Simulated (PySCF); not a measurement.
**How methods differ on the ionisation energy of Bi**

Bi [Xe] 4f14 5d10 6s2 6p3 (4S) → Bi⁺ [Xe] 4f14 5d10 6s2 6p2 (3P), as a difference of total energies. Computed with PySCF 2.14 in x2c-TZVPPall (11s7p6d3f, 83 functions), with scalar relativity by spin-free X2C-1e. Correlated levels: valence: [Xe] 4f14 5d10 frozen; valence and next inner shell: [Kr] 4d10 4f14 frozen. The calculations carry no spin-orbit coupling.

```tsv
method	ionisation energy (eV)
UHF	8.248
LDA	8.784
PBE	8.586
PBE0	8.669
r2SCAN	8.800
MN15	8.724
B2PLYP	8.519
BHandHLYP	8.513
ROHF	8.255
MP2 (valence)	8.583
SCS-MP2 (valence)	8.474
MP2 (valence and next inner shell)	8.743
SCS-MP2 (valence and next inner shell)	8.566
```

How much does correlation contribute at MP2 (valence and next inner shell)?

8.743 − (8.248) = 0.495 eV, measured against UHF.

Spin-orbit coupling is strong in these open shells (close to jj coupling). The scalar numbers leave it out and a first-order estimate fails, so it can dominate the gap to the real levels.

Errors of the correlated levels include the incompleteness of this basis and the frozen core.

For comparison: 7.286 eV (measured; NIST Atomic Spectra Database, ionization energies).
